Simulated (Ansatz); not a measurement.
Coupled-cluster run, FH4N3W, SMILES `[NH]=[W](=[NH])([NH2])[F]`.

```yaml
crystal:
  periodic: [false, false, false]
  atoms:
    - {symbol: N, position_ang: [-0.797533, 1.559135, 0.193849]}
    - {symbol: W, position_ang: [0.117695, 0.217667, -0.455410]}
    - {symbol: N, position_ang: [1.749930, 0.122497, 0.165498]}
    - {symbol: N, position_ang: [-0.787550, -1.399181, 0.127573]}
    - {symbol: F, position_ang: [0.177568, 0.360912, -2.331435]}
    - {symbol: H, position_ang: [-0.965936, 2.384152, 0.746696]}
    - {symbol: H, position_ang: [2.552112, 0.400367, 0.707672]}
    - {symbol: H, position_ang: [-0.297525, -2.231979, 0.414680]}
    - {symbol: H, position_ang: [-1.748751, -1.413581, 0.430877]}
basis:
  gaussian: {orbitals: def2-TZVPP}
correlation: {method: ccsd_t}
output: {orbitals: {seedname: orbitals}}
```

```sh
$ ansatz run in.yaml --threads 4 --pin off --events-out ev --progress --plain --max-ram 10444MiB
```

Output of Ansatz, abridged:

```
Functional definition: HF
1481 factors; integrals over basis functions are off by at most 1.1e-3 eV
mean field evaluation 1: about -9016.4116 eV, gradient 7.5e1 eV
mean field evaluation 2: about -9016.6133 eV, gradient 7.5e1 eV
mean field evaluation 4: about -9026.4325 eV, gradient 1.2e1 eV
mean field evaluation 8: about -9026.7507 eV, gradient 9.6e-1 eV
mean field evaluation 16: about -9026.7538 eV, gradient 9.8e-6 eV
mean field -9026.75376098 eV, -331.7270821627 hartree, gradient 9.8e-6 eV, S^2 0.000000; 0 other end points of the search recorded, 0 dependent functions left out
4 core orbitals not correlated: weight in the atoms' cores, before any rotation towards them, 1.000 or more for the frozen orbitals, at most 0.000 for the correlated occupied ones
reference -9026.75376098 eV, -331.7270821627 hartree; 20, 20 occupied and 212, 212 virtual orbitals, 1481 factors
second order -38.13686614 eV of doubles, -0.00000000 eV of singles
cycle   1  -35.03077533 eV  change     3.1e0 eV  update   2.5e-1
cycle   2  -36.51748880 eV  change    -1.5e0 eV  update   1.5e-1
cycle   3  -36.85598533 eV  change   -3.4e-1 eV  update   3.5e-2
cycle   4  -36.85948903 eV  change   -3.5e-3 eV  update   1.4e-2
cycle   5  -36.84601946 eV  change    1.3e-2 eV  update   3.5e-3
cycle   6  -36.84844605 eV  change   -2.4e-3 eV  update   1.7e-3
cycle   7  -36.84876202 eV  change   -3.2e-4 eV  update   6.2e-4
cycle   8  -36.84826836 eV  change    4.9e-4 eV  update   2.6e-4
cycle   9  -36.84833405 eV  change   -6.6e-5 eV  update   1.1e-4
cycle  10  -36.84847956 eV  change   -1.5e-4 eV  update   4.7e-5
cycle  11  -36.84837120 eV  change    1.1e-4 eV  update   3.0e-5
cycle  12  -36.84833891 eV  change    3.2e-5 eV  update   1.4e-5
perturbative correction -1.98271527 eV, -0.0728634421 hartree
Total energy: -9065.58481516 eV, -333.1540970829 hartree
```

Hardware: 4 threads of an Arm Neoverse V1 on a shared host. Wall time 4.2 min, peak host memory 5.3 GiB.

The correlation energy is -38.831 eV, 5.1 % of it from (T); the T1 diagnostic reads 0.0199.
